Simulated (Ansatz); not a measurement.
Cost and result for the atomization energy of C3H4FNSi, SMILES `C=C[SiH](F)C#N` (10 atoms, 9 bonds).

Cartesian coordinates in Å:
```
C 0.452 -0.039 -1.795
C -0.312 -0.423 -0.775
Si -0.384 0.529 0.794
F 0.610 1.768 0.714
C 0.195 -0.539 2.192
N 0.522 -1.237 3.048
H 1.072 0.850 -1.741
H 0.491 -0.598 -2.725
H -0.916 -1.324 -0.873
H -1.729 1.013 1.161
```

Total charge 0; spin multiplicity 1. Geometry: relaxed with PBE0-D4/def2-TZVP. It is one conformer, not always the lowest. Program: Ansatz. All runs use 4 threads of an Arm Neoverse V2 on a shared host. Times are those of one run each, without the atoms' runs, and a repeat can differ threefold. Electronic energies, without spin–orbit coupling; frozen cores. CCSD(T)/CBS adds CCSD(T) − MP2 in def2-TZVPP to the MP2 limit, and its time is that of the two runs behind it. T1 = 0.013. HSE06 is the plane-wave form, built on full-range PBE exchange.

CCSD(T)/CBS is a level of theory with its own doubt, some kJ/mol a heavy atom from the limit and from the frozen cores, so smaller differences don't rank the functionals.

```tsv
level	functions	wall time
revPBE-D4/def2-TZVPP	253	2 s
BLYP-D4/def2-TZVPP	253	2.2 s
PBE-D4/def2-TZVPP (with forces)	253	2.5 s
PBE0-D4/def2-TZVPP	253	3 s
BHLYP-D4/def2-TZVPP	253	3.2 s
HSE06-D4/def2-TZVPP	253	3.3 s
CAM-B3LYP-D4/def2-TZVPP	253	3.3 s
r2SCANh-D4/def2-TZVPP	253	5.5 s
CCSD(T)/def2-SVP	108	6 s
ωB97X-V/def2-TZVPP	253	7.5 s
MP2/def2-QZVPP	475	23 s
CCSD(T)/def2-TZVPP	253	2.9 min
CCSD(T)/CBS(def2)	–	3.3 min
```

What atomization energy does each give, and how far from CCSD(T)/CBS? (Best estimate.)

Ansatz gave: 
| level | atomization (kcal/mol) | difference from CCSD(T)/CBS | per bond |
| --- | --- | --- | --- |
| revPBE-D4/def2-TZVPP | 1040.1 | -0.1 | 0.0 |
| BLYP-D4/def2-TZVPP | 1046.6 | 6.4 | 0.7 |
| PBE-D4/def2-TZVPP (with forces) | 1068.4 | 28.2 | 3.1 |
| PBE0-D4/def2-TZVPP | 1041.0 | 0.8 | 0.1 |
| BHLYP-D4/def2-TZVPP | 1002.1 | -38.1 | -4.2 |
| HSE06-D4/def2-TZVPP | 1041.8 | 1.6 | 0.2 |
| CAM-B3LYP-D4/def2-TZVPP | 1043.8 | 3.6 | 0.4 |
| r2SCANh-D4/def2-TZVPP | 1029.9 | -10.3 | -1.1 |
| CCSD(T)/def2-SVP | 980.1 | -60.1 | -6.7 |
| ωB97X-V/def2-TZVPP | 1041.5 | 1.3 | 0.2 |
| MP2/def2-QZVPP | 1058.5 | 18.3 | 2.0 |
| CCSD(T)/def2-TZVPP | 1011.1 | -29.1 | -3.2 |
| CCSD(T)/CBS(def2) | 1040.2 | 0.0 | 0.0 |

At CCSD(T), def2-SVP lies −60.0 kcal/mol from the extrapolated value and def2-TZVPP −29.1 kcal/mol: correlation converges slowly with the basis, and small sets miss more of it in the bonded molecule than in its fragments. From BLYP to BHLYP (50 % exact exchange), in def2-TZVPP and without D4, the atomization energy moves by −39.6 kcal/mol: exact exchange takes away binding that semilocal exchange gives to molecules. In def2-TZVPP, CCSD(T) changes the Hartree–Fock value by +262.9 kcal/mol (the triples alone add +19.8 kcal/mol) and MP2 by +293.0 kcal/mol; breaking electron pairs costs correlation energy, which Hartree–Fock lacks.
